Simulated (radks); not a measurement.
The mean radii <r> (bohr) of the occupied orbitals of an atom or ion are listed with their occupations. Method: scalar-relativistic Kohn-Sham, PBE, spin-unpolarised, spherical densities, finite nucleus; Fermi nuclear charge, rms radius of each element as measured or else 0.836 A^(1/3) + 0.57 fm; computed with a radial shooting solver on a logarithmic mesh with Libxc functionals.

orbital  occ.      <r>
1s          2  0.06960
2s          2   0.3248
2p          6   0.2899
3s          2   0.9748
3p          6    1.027

Name the element and its charge.

Answer. Z = 22, titanium, charge +4: Ti4+ in [Ar]. The 1s radius gives Z: for a bare nucleus <r> = (2 gamma + 1)/(2Z) with gamma = sqrt(1 - (Z/c)^2), 0.06759 bohr for Z = 22, and screening makes it slightly larger (0.06960 here). The occupations add up to 18, and the charge is Z minus that.
